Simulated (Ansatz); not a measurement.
Consider the ligand exchange at a B–N bond: `C=NB(N)O` + CH₃OH → `COB(N)O` + `C=N`.

Computed with Ansatz on PBE0-D4/def2-TZVP structures; ΔE is electronic, products minus reactants. CCSD(T)/CBS adds triple-zeta CCSD(T) − MP2 to the extrapolated MP2 energy (def2 sets, frozen cores). This one scheme is used for every species. DFT in def2-TZVPP. B3LYP here is the variant with VWN-RPA as its local correlation; programs differ in this. One conformer a species, not always the lowest.

```
             level  ΔE (kJ/mol)
         revPBE-D4        -62.3
          B3LYP-D4        -68.2
           ωB97X-V        -71.0
           ωB97M-V        -71.0
              BLYP        -64.8
            r2SCAN        -70.4
RPA@PBE/def2-TZVPP        -72.5
       HF/def2-SVP        -78.3
```

Question: What does CCSD(T)/CBS give? (Estimate.)

Answer: Ansatz gave: -71.0 kJ/mol. The listed levels differ from it by 8.7, 2.8, 0.0, 0.0, 6.2, 0.6, -1.5, -7.3 kJ/mol.

Largest T1 diagnostic among the species: 0.012.

Leaving LDA and LC-ωPBE aside and taking each functional with its dispersion term where it has one, the values, not all of them listed here, spread over 11.2 kJ/mol, from B97M-V to revPBE-D4. LDA lies −5.5 kJ/mol from PBE without D4. From PBE to PBE0 (25 % exact exchange), in def2-TZVPP and without D4, ΔE moves by −3.0 kJ/mol. At CCSD(T), def2-SVP lies −8.9 kJ/mol from the extrapolated value and def2-TZVPP −2.0 kJ/mol.
